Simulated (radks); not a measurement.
Sn I, 50 electrons, occupied as [Kr] 4d10 5s1 5p3 (not the ground configuration). Calculated with a radial shooting solver on a logarithmic mesh with Libxc functionals: scalar-relativistic Kohn-Sham, r2SCAN, spin-unpolarised, spherical densities, finite nucleus; meta-GGA in the generalised Kohn-Sham scheme; Fermi nuclear charge, rms radius 4.6519 fm. Some entries of the table are withheld. Estimate them.

| orbital | occ. | eigenvalue (hartree) | <r^2> (bohr^2) |
|---|---|---|---|
| 1s | 2 | -1068.257 | 0.001143 |
| 2s | 2 | -161.8909 | (1) |
| 2p | 6 | -145.2259 | (2) |
| 3s | 2 | -31.52107 | 0.1311 |
| 3p | 6 | -26.03551 | 0.1320 |
| 3d | 10 | -17.60762 | 0.1175 |
| 4s | 2 | -5.11427 | 0.7612 |
| 4p | 6 | (3) | (4) |
| 4d | 10 | -1.03453 | 1.419 |
| 5s | 1 | -0.42917 | (5) |
| 5p | 3 | -0.16223 | 11.37 |

Answer. 
(1) 2s <r^2> (bohr^2): 0.01856
(2) 2p <r^2> (bohr^2): 0.01467
(3) 4p eigenvalue (hartree): -3.45081
(4) 4p <r^2> (bohr^2): 0.8979
(5) 5s <r^2> (bohr^2): 6.590
